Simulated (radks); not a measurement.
Charge is removed step by step from the 6s down level of neutral ytterbium, starting from [Xe] 4f14 6s(up 1, down 1). All-electron calculation, scalar-relativistic Kohn-Sham, PBE, spin-polarised, spherical densities, finite nucleus; Fermi nuclear charge, rms radius 5.3108 fm. Program: a radial shooting solver on a logarithmic mesh with Libxc functionals.

removed (e),E - E(0) (eV),eigenvalue (eV),E minus straight line (eV)
0,0.000,-3.920,0.000
0.1,0.415,-4.387,-0.219
0.2,0.877,-4.860,-0.390
0.3,1.387,-5.340,-0.514
0.4,1.945,-5.825,-0.590
0.5,2.551,-6.317,-0.617
0.6,3.208,-6.816,-0.594
0.7,3.914,-7.323,-0.521
0.8,4.672,-7.837,-0.397
0.9,5.481,-8.345,-0.222
1,6.336,-8.718,0.000

Removing the whole electron costs 6.336 eV by Delta-SCF, against 3.920 eV from minus the eigenvalue at the starting occupation. Slater's transition state (half an electron removed) gives 6.317 eV. Integrating minus the eigenvalue over the occupation (Janak's theorem) gives 6.339 eV. In this scalar-relativistic scheme the density is built from large components alone, so the theorem holds only approximately. The mean slope of the eigenvalue, de/dn, is 4.80 eV per electron. Ionisation energy of Yb in the NIST Atomic Spectra Database: 6.254 eV (measured).
